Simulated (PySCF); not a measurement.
C3H7BO3, SMILES [C@H]1(O)B(OCC1)O. Geometry: PBE-D3(BJ)/def2-SVP. The structure was generated by enumeration; whether it is a known compound was not checked. Other conformers were not sampled.

Computed equilibrium geometry at PBE-D3(BJ)/def2-SVP (PySCF confirms it by a frequency run) as Cartesian coordinates in Å (one conformer of several):
```xyz
14

O      2.1513     0.0569     0.0434
B      0.8230    -0.2229    -0.0908
O      0.3099    -1.4969    -0.0181
C     -1.1264    -1.4255    -0.1709
C     -1.5270     0.0197     0.1604
C     -0.3257     0.8530    -0.3269
O     -0.2262     2.0956     0.3587
H      2.6780    -0.7471     0.2108
H     -1.5933    -2.1805     0.4937
H     -1.3842    -1.6930    -1.2204
H     -1.6008     0.1577     1.2603
H     -2.5032     0.3053    -0.2819
H     -0.4369     1.0177    -1.4344
H      0.7202     2.3262     0.3786
```
